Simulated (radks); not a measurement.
Charge is removed step by step from the 1s1/2 level of He, starting from [He]. All-electron calculation, Dirac Kohn-Sham, PBEsol, spin-unpolarised, spherical densities, point nucleus. Program: a radial shooting solver on a logarithmic mesh with Libxc functionals.

removed (e)  E - E(0) (eV)  eigenvalue (eV)  E minus straight line (eV)
0                    0.000          -15.499                       0.000
0.1                  1.651          -17.536                      -1.008
0.2                  3.510          -19.643                      -1.809
0.3                  5.582          -21.816                      -2.396
0.4                  7.875          -24.054                      -2.763
0.5                 10.395          -26.353                      -2.902
0.6                 13.147          -28.710                      -2.809
0.7                 16.139          -31.122                      -2.477
0.8                 19.373          -33.585                      -1.901
0.9                 22.857          -36.094                      -1.077
1                   26.594          -38.644                       0.000

Removing the whole electron costs 26.594 eV by Delta-SCF, against 15.499 eV from minus the eigenvalue at the starting occupation. Slater's transition state (half an electron removed) gives 26.353 eV. Integrating minus the eigenvalue over the occupation (Janak's theorem) gives 26.594 eV. The mean slope of the eigenvalue, de/dn, is 23.1 eV per electron. Ionisation energy of He in the NIST Atomic Spectra Database: 24.587 eV (measured).

Beside tabulated values, note that spin-unpolarised runs miss the spin-polarisation part of the exchange energy of open shells.
